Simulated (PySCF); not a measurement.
C₈H₁₁N.
SMILES with atom numbers: `[CH3:1][CH2:2][NH:3][c:4]1[cH:5][cH:6][cH:7][cH:8][cH:9]1`

Probes without a nucleus sit at each ring's centroid and 1 Å off its mean plane on both sides; NICS is minus the shielding there, NICSzz its component along the normal. Level: GIAO HF/pcSseg-1 (PySCF, non-relativistic, gas phase) on the PBE0-D3(BJ)/def2-SVP geometry, one conformer.

Ring bond lengths (Å): C4–C5 1.407, C5–C6 1.393, C6–C7 1.392, C7–C8 1.397, C8–C9 1.388, C9–C4 1.410.

Give the NICS values of each ring in ppm.

```
             ring                                              type  NICS(0)  NICS(1), two faces  NICS(1)zz, two faces  rms pucker (Å)  centre to ring atoms, mean (Å)
C4–C5–C6–C7–C8–C9  6-membered carbocycle; formal bonds all aromatic    -10.0       -11.8 / -11.6         -28.5 / -28.3            0.00                            1.40
```

What can be read from them?

- C4–C5–C6–C7–C8–C9: mean NICS(1)zz -28.4 ppm, shielded. The ring is flat and has no four-coordinate atom; by the NICS criterion it is aromatic.

And the bond-length index? HOMA = 1 − mean of α(R − Ropt)² over the ring bonds, with Krygowski's 1993 parameters (CC: Ropt 1.388 Å, α 257.7 Å⁻²).

- C4–C5–C6–C7–C8–C9: HOMA 0.96 = 1 − EN − GEO, with mean bond length 1.398 Å, EN = α(Ropt − mean)² = 0.025 and GEO = α × variance = 0.017. The geometric and the magnetic index point the same way.

At the second NICS(1) probe listed for ring C4–C5–C6–C7–C8–C9, 1 Å off the ring, how large is the induced field along the normal in 7.05 T applied along it?

NICSzz × B0 = -28.3 ppm × 7.05 T = -200 μT, against the applied field.

How do the values depend on the level or the medium?

```csv
level,"NICS(0), C4–C5–C6–C7–C8–C9","mean NICS(1)zz, C4–C5–C6–C7–C8–C9"
"HF/pcSseg-1, gas",-10.0,-28.4
"PBE0/pcSseg-1, gas",-8.4,-25.1
```

The geometry is the same throughout.

The values belong to the conformer `[CH3:1][CH2:2][NH:3][c:4]1[cH:5][cH:6][cH:7][cH:8][cH:9]1`: C1–C2–N3–C4 -178°, C2–N3–C4–C5 -12°.
